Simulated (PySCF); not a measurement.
Geometries of 3 isomers of C2H7FSi2, from PBE0-D3(BJ)/def2-SVP geometry optimisation, gas phase (PySCF 2.14.0). One conformer each, no zero-point energy, no frequencies.

Problem. Which is lowest in electronic energy at this level?
A.
```xyz
12
angstrom
F      2.553   -0.695    1.057
Si     2.274    0.330   -0.180
C      0.431    0.385   -0.430
C     -0.404   -0.331    0.344
Si    -2.270   -0.330    0.162
H      2.984   -0.193   -1.382
H      2.825    1.665    0.188
H      0.017    1.018   -1.229
H      0.042   -0.952    1.135
H     -2.635    0.535   -1.002
H     -2.780   -1.717   -0.064
H     -2.920    0.201    1.400
```
B.
```xyz
12
angstrom
F      1.333    0.141    2.141
Si     1.175   -0.123    0.540
C     -0.219   -1.339    0.173
Si    -1.212    0.134   -0.528
C      0.278    1.305   -0.301
H      2.532   -0.469    0.025
H      0.046   -2.105   -0.574
H     -0.656   -1.847    1.045
H     -2.380    0.504    0.327
H     -1.665   -0.037   -1.943
H      0.101    2.190    0.329
H      0.743    1.641   -1.242
```
C.
```xyz
12
angstrom
C     -1.631    0.467    0.999
C     -1.520   -0.428    0.010
Si     0.071   -0.765   -0.897
F      0.447   -2.351   -0.745
Si     1.849    0.499   -0.033
H     -2.585    0.666    1.501
H     -0.775    1.049    1.361
H     -2.420   -0.978   -0.295
H     -0.108   -0.523   -2.361
H      1.960    0.322    1.448
H      1.627    1.950   -0.324
H      3.131    0.071   -0.671
```

Solution. B. That is `F[SiH]1C[SiH2]C1`, 29.6 kcal/mol below the next.

```csv
SMILES,atoms numbered as above,E (Eh),relative (kcal/mol),relative (kJ/mol),dipole (D)
F[SiH]1C[SiH2]C1,[F:1][SiH:2]1[CH2:3][SiH2:4][CH2:5]1,-758.57190,0.0,0.0,1.53
C=C[Si@H](F)[SiH3],[CH2:1]=[CH:2][Si@H:3]([F:4])[SiH3:5],-758.52465,29.6,124.0,1.91
F[SiH2]/C=C/[SiH3],[F:1][SiH2:2]/[CH:3]=[CH:4]/[SiH3:5],-758.52318,30.6,127.9,1.31
```

As drawn, the lowest has a four-membered ring, which the highest lacks; the highest has a C=C bond outside aromatic rings, which the lowest lacks.
